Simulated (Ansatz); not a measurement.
Be2Cl2O2H2⁺, that is (ClBe-mu-OH)2 with one electron fewer. The state is a doublet with charge 1. Geometry r2SCAN-D4/def2-SVP, that of the neutral singlet; atoms count from 1.

```xyz
8

Be   -0.807   -0.250   -0.762
Cl   -2.128   -0.656   -2.004
O     0.451    0.733   -0.719
Be    0.808    0.249    0.761
Cl    2.125    0.659    2.005
O    -0.450   -0.735    0.718
H     0.836    1.363   -1.334
H    -0.837   -1.363    1.334
```

Q: Estimate the Mulliken populations from the PBE0/def2-TZVP orbitals of Ansatz.

A: 
```csv
atom,charge (e),spin (α − β)
Be1,0.27,-0.02
Cl2,0.13,0.49
O3,-0.27,0.03
Be4,0.27,-0.02
Cl5,0.13,0.49
O6,-0.27,0.03
H7,0.37,0.00
H8,0.37,0.00
```
Mulliken values and Mayer orders depend strongly on the basis.

Q: Where does the spin sit?

A: Summed by element: Be -0.04, Cl 0.98, O 0.06, H 0.00, of 1 unpaired in all. Largest on single atoms: Cl2 0.49, Cl5 0.49, O6 0.03.

Q: And the Mayer bond orders between bonded heavy atoms (over 0.3)?

A: Be1–Cl2 1.02 (1.86 Å); Be1–O3 0.81 (1.60 Å); Be1–O6 0.81 (1.60 Å); O3–Be4 0.81 (1.60 Å); Be4–Cl5 1.02 (1.86 Å); Be4–O6 0.81 (1.60 Å). Values over 0.3 also appear between atoms too far apart for a bond (Cl2–Cl5 0.41 at 5.99 Å); they arise where an orbital or an unpaired electron spreads over both atoms.
